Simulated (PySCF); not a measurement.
## CH7BCl2Si2

The system: CH7BCl2Si2, a small molecule; neutral, singlet. The structure, one conformer, was relaxed in the gas phase by PBE0-D3(BJ)/def2-SVP. No frequency run checks that it is a minimum.

SMILES: C[Si](Cl)(Cl)B[SiH3]

Coordinates in Å:
```
Si1    -0.828    0.351    0.194
C2     -2.552   -0.320    0.020
Cl3    -0.399    0.649    2.228
B4      0.811   -0.745    0.002
Si5     2.585    0.132   -0.347
Cl6    -0.750    2.181   -0.778
H7     -2.648   -1.255    0.592
H8     -3.288    0.407    0.393
H9     -2.772   -0.527   -1.039
H10     0.736   -1.932    0.216
H11     2.837   -0.090   -1.812
H12     3.712   -0.495    0.411
H13     2.584    1.604   -0.097
```

Shieldings: GIAO PBE0/pcSseg-1. Shifts are against computed references at the same level: C TMS (σ 184.4 ppm), H TMS (σ 31.27 ppm), Si TMS (σ 352.0 ppm). Core levels by delta-SCF with SCAN, pcX-2 on the ionised atom and pcseg-1 elsewhere, spin-free X2C (2p3/2 is the spin-free 2p value less a third of a first-order spin-orbit splitting); from the vacuum level, for chosen atoms.

Question: Give the shieldings and core levels atom by atom.

Answer: 
| atoms | bonded to | σ (ppm) | δ (ppm) | core level (eV) |
| --- | --- | --- | --- | --- |
| Si1 | 1 B + 1 C + 2 Cl | 305.8 | 46.2 | 2p3/2 107.96 |
| C2 | 1 Si + 3 H | 176.6 | 7.8 | 1s 290.77 |
| Cl3 | 1 Si | 928.5 | - | 2p3/2 205.84 |
| B4 | 2 Si + 1 H | -12.0 | - | - |
| Si5 | 1 B + 3 H | 447.8 | -95.8 | - |
| Cl6 | 1 Si | 882.3 | - | 2p3/2 205.95 |
| H7 H8 H9 | 1 C | 30.35 | 0.92 | - |
| H10 | 1 B | 20.49 | 10.77 | - |
| H11 H12 H13 | 1 Si | 27.34 | 3.93 | - |

Values are those of this one static structure, with the three H of a rotating XH3 group averaged; atoms that internal rotation interchanges would show their mean in an NMR spectrum.

Core levels of B4 are left out, their hole states being strongly spin-contaminated.

Question: By CAM-B3LYP/def2-SVPD (TDDFT singlets, Tamm-Dancoff triplets, ionisation by delta-SCF), where does absorption start, and what does vertical ionisation take?

Answer: The lowest singlet lies at 3.73 eV (f 0.002), the strongest of the first 6 at 6.46 eV (f 0.079), the lowest triplet at 2.99 eV; vertical ionisation takes 9.97 eV.
